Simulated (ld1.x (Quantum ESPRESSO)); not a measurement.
**How hard is this Sc RRKJ potential?**

ld1.x (Quantum ESPRESSO) 7.5 input, shortened:

```
&input
   title='Sc', zed=21., rel=1, dft='PBE', iswitch=3,
   config='[Ar] 3d1 4s2 4p0'
 /
 &inputp
   pseudotype=2, tm=.false., rho0=0.005, lloc=0,
   nlcc=.true.
 /
3
3P  2  1   6.00   0.00  1.70  1.70  0.0
3D  3  2   1.00   0.00  2.00  2.00  0.0
3S  1  0   2.00   0.00  1.25  1.25  0.0
 &test
   configts(1)='3s2 3p6 3d1 4s2 4p0'
 /
```

Occupied shells without a wave of their own: 4s. They enter only through the test configuration that unscreens the potential, and ld1.x also counts them in the model core charge.

The pseudo-atom Hamiltonian at the reference potential is diagonalised in spherical Bessel functions j_l(qr) that vanish at 20 bohr, with q² up to the cutoff. All-electron valence levels (Ry): 3p -2.4714, 4p -0.1078, 3d -0.2377, 3s -4.0453, 4s -0.3074.

Task: How do the lowest levels (Ry) of each channel move with the cutoff, and are there ghosts?

Result:

```csv
cutoff (Ry),p #1,p #2,d #1,s #1,s #2,s #3,f #1,f #2,Σ f·Δε (mRy)
8,-1.6386,-0.0637,0.0219,-3.7514,-0.2894,0.0033,0.1007,0.2154,5892.5
18,-2.3702,-0.1012,-0.0501,-3.8367,-0.2965,0.0022,0.1007,0.2153,1246.3
35,-2.4710,-0.1085,-0.2319,-4.0174,-0.3106,0.0003,0.1007,0.2153,69.8
55,-2.4714,-0.1086,-0.2376,-4.0342,-0.3129,-0.0001,0.1007,0.2153,23.8
90,-2.4714,-0.1086,-0.2377,-4.0437,-0.3134,-0.0001,0.1007,0.2153,3.5
140,-2.4714,-0.1086,-0.2377,-4.0450,-0.3135,-0.0002,0.1007,0.2153,0.6
400,-2.4714,-0.1086,-0.2377,-4.0453,-0.3135,-0.0002,0.1007,0.2153,0.0
```

Result: no extra level below or beside the all-electron valence levels (p, d, s, f tested); 10 mRy is reached at 80 Ry and 1 mRy at 110 Ry.

ld1.x takes every shell without a wave as core, so the model core holds the 4s electrons as well and exchange and correlation see them twice. This cancels in the reference configuration, but the file is broken for other ones, and its errors say nothing about a proper core correction. Its largest configuration-test error is -1246 meV.
